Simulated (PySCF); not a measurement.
Potential energy of AlI along the bond

Set-up: basis Al def2-TZVPP, I def2-TZVPP with ECP28; scalar-relativistic core potentials; PySCF 2.14. Energies in eV from Al + I in their ground configurations at the same level. State: ¹Σ⁺ (singlet), closed shell.

Curves on a restricted Hartree–Fock reference rise too fast on stretching and do not dissociate correctly.

| R (Å) | RHF-CCSD | RHF | revPBE |
| --- | --- | --- | --- |
| 2.200 |  | -1.980 | -2.953 |
| 2.302 | -3.398 | -2.461 | -3.424 |
| 2.405 | -3.637 | -2.730 | -3.690 |
| 2.481 | -3.718 | -2.832 | -3.791 |
| 2.558 | -3.736 | -2.870 | -3.831 |
| 2.635 | -3.706 | -2.860 | -3.823 |
| 2.737 | -3.614 | -2.792 | -3.758 |
| 2.865 | -3.441 | -2.647 | -3.617 |
| 3.018 | -3.184 | -2.422 | -3.396 |
| 3.223 |  | -2.084 | -3.063 |

**Question.** Put a parabola through the three lowest points of the RHF-CCSD curve and estimate Re, k and ωe (reduced mass 22.25 u; 1 eV/Å² = 0.16022 mdyn/Å; ωe = 1302.8·√(k/μ) cm⁻¹).

**Answer.** Through R = 2.481, 2.558, 2.635 Å the second-order coefficient is 4.05 eV/Å², so Re ≈ 2.548 Å, k ≈ 1.30 mdyn/Å and ωe ≈ 315 cm⁻¹. A polynomial fit of higher order to the unrounded RHF-CCSD energies gives Re = 2.545 Å, k = 1.34 mdyn/Å, ωe = 319 cm⁻¹; anharmonicity and rounding make the difference.

The higher-order fit for each curve: RHF-CCSD: Re = 2.545 Å, ωe = 319 cm⁻¹, De = 3.74 eV; RHF: Re = 2.578 Å, ωe = 304 cm⁻¹, De = 2.87 eV; revPBE: Re = 2.581 Å, ωe = 300 cm⁻¹, De = 3.83 eV.

Correlated steps freeze 9 core orbitals. These are scalar-relativistic numbers at best; spin–orbit coupling would shift them, the dissociation energy most. Where the molecule has an RHF reference, its open-shell atoms are computed with UHF.
